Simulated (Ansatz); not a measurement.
`C#C[SiH](F)CF` at its PBE0-D4/def2-TZVP geometry, where that method's forces vanish. The species carries charge 0 and has multiplicity 1.

```xyz
10

C    -0.6881    2.4831    0.4375
C    -0.6841    1.3187    0.1246
Si   -0.6324   -0.4285   -0.3641
F    -1.7447   -1.2339    0.4525
C     1.0299   -1.1905    0.0867
F     2.0281   -0.5880   -0.6705
H    -0.6933    3.5131    0.7140
H    -0.9173   -0.5600   -1.8080
H     1.0395   -2.2662   -0.1196
H     1.2624   -1.0478    1.1469
```

**Question.** What forces (eV/Å) does PBE-D4/def2-TZVPP give on these atoms in Ansatz 0.2.0? (Best estimate.)

**Answer.** The calculation gave: 
```
C1  -0.003  0.910  0.245
C2   0.014 -0.960 -0.284
Si3  0.248  0.269 -0.189
F4  -0.478 -0.337  0.330
C5  -0.251 -0.130  0.165
F6   0.481  0.291 -0.364
H7  -0.002  0.204  0.058
H8  -0.022 -0.007 -0.187
H9  -0.017 -0.253 -0.025
H10  0.031  0.013  0.252
```
